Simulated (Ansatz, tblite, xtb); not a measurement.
**CH3BClFO (SMILES BC(O)(F)Cl): methods side by side**

CH3BClFO: 8 atoms, total charge 0, spin state singlet. SMILES: `BC(O)(F)Cl`. Geometry: relaxed at PBE0-D4/def2-TZVP. This is one conformer, not always the lowest.

| atom | x (Å) | y (Å) | z (Å) |
| --- | --- | --- | --- |
| B | -0.4967 | 0.8359 | 0.1967 |
| C | 0.6560 | -0.1257 | -0.1690 |
| O | -0.5731 | -0.8923 | -0.3372 |
| F | 1.4037 | -0.7118 | 0.7838 |
| Cl | 1.5481 | -0.0918 | -1.6647 |
| H | -0.7965 | 0.8922 | 1.3489 |
| H | -0.9916 | 1.5044 | -0.6500 |
| H | -0.6576 | -1.4681 | 0.4359 |

Quantity: the dipole moment, in D. The values are calculated.

```csv
level,kind,program,value (D),CPU time
GFN2-xTB,semi-empirical,xtb,2.40,under 2 s
GFN1-xTB,semi-empirical,tblite,2.38,under 2 s
GFN0-xTB,semi-empirical,xtb,2.29,under 2 s
IPEA1-xTB,semi-empirical,tblite,2.93,under 2 s
HF/STO-3G,Hartree–Fock,Ansatz,2.64,2.1 s
HF/3-21G,Hartree–Fock,Ansatz,2.05,2.1 s
HF/def2-SVP,Hartree–Fock,Ansatz,1.59,8.1 s
HF/6-31+G* (spherical functions),Hartree–Fock,Ansatz,1.68,12 s
BLYP/def2-SVP,GGA,Ansatz,1.78,13 s
PBE/6-311+G**,GGA,Ansatz,1.76,22 s
```

The values span 1.59 to 2.93 D. Sets without polarisation functions give poor dipoles. Without the sets that lack polarisation functions the rows with a basis span only 1.59 to 1.78 D. Times are those of the runs behind each value, whatever else they computed, on shared processors of several kinds: orders of magnitude only.
